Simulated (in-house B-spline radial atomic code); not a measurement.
Ca²⁺: [Ne] 3s2 3p6

Method: non-relativistic BHandHLYP, spin-polarised, spherical fractional occupations, exact exchange averaged over the configuration, point nucleus. Calculated with a radial B-spline atomic code at the basis-set limit.

Z_r = [3n² - l(l+1)]/(2<r>); Z_e = n√(-2ε); the last column is Slater's effective charge. Values are occupation-weighted means over spin.

| shell | electrons | ε (eV) | <r> (bohr) | Z_r | Z_e | Slater |
| --- | --- | --- | --- | --- | --- | --- |
| 1s | 2 | -4012.9 | 0.07734 | 19.40 | 17.17 | 19.70 |
| 2s | 2 | -449.9 | 0.3652 | 16.43 | 11.50 | 15.85 |
| 2p | 6 | -368.54 | 0.3277 | 15.26 | 10.41 | 15.85 |
| 3s | 2 | -69.116 | 1.158 | 11.66 | 6.76 | 8.75 |
| 3p | 6 | -47.523 | 1.262 | 9.91 | 5.61 | 8.75 |

The least bound orbital is 3p at -47.52 eV, and it is also the most diffuse (<r> = 1.262 bohr).

The density falls to 0.001 bohr⁻³ at 2.989 bohr; Σ<r²> = 15.423 bohr² gives, by the non-relativistic formula and without the paramagnetism of open shells, a Langevin diamagnetic susceptibility of -12.21×10⁻⁶ cm³/mol.
